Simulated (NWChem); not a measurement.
**Total energies of C2H2F**

```xyz
5

C      1.2054    -0.0264     0.0000
C     -0.0339     0.4220     0.0000
F     -1.1644    -0.2161     0.0000
H      1.4106    -1.1040     0.0000
H      2.0398     0.6757     0.0000
```
Charge 0, spin multiplicity 2.

The numbers come from NWChem runs, not from measurements. The geometry was optimised at UPBE0/def2-SVP, a minimum by its harmonic frequencies.

Basis set: cc-pVTZ (118 functions).

```
method   total energy (Ha)  relative cost
-------  -----------------  -------------
UHF             -176.30650              1
UMP2            -176.83297        under 3
UB2PLYP         -177.08134        under 3
UPBE            -177.01031        under 3
UB3LYP          -177.20975        under 3
Ur2SCAN         -177.12099        under 3
```

Total energies of different functionals aren't comparable as a measure of quality: only differences taken within one method are. Relative cost: rough, from shared machines, SCF included, UHF = 1.

The correlated methods keep 3 core orbitals frozen. B3LYP has NWChem's definition, with VWN1-RPA local correlation. The structure started from a generated list of species. The unpaired electrons of the parent sit in orbitals of symmetry a' (Cs labels of the run); other states weren't searched. No SCF solution was tested for a lower state. Open-shell Hartree-Fock references start from PBE0 orbitals; any time given for them includes that run.
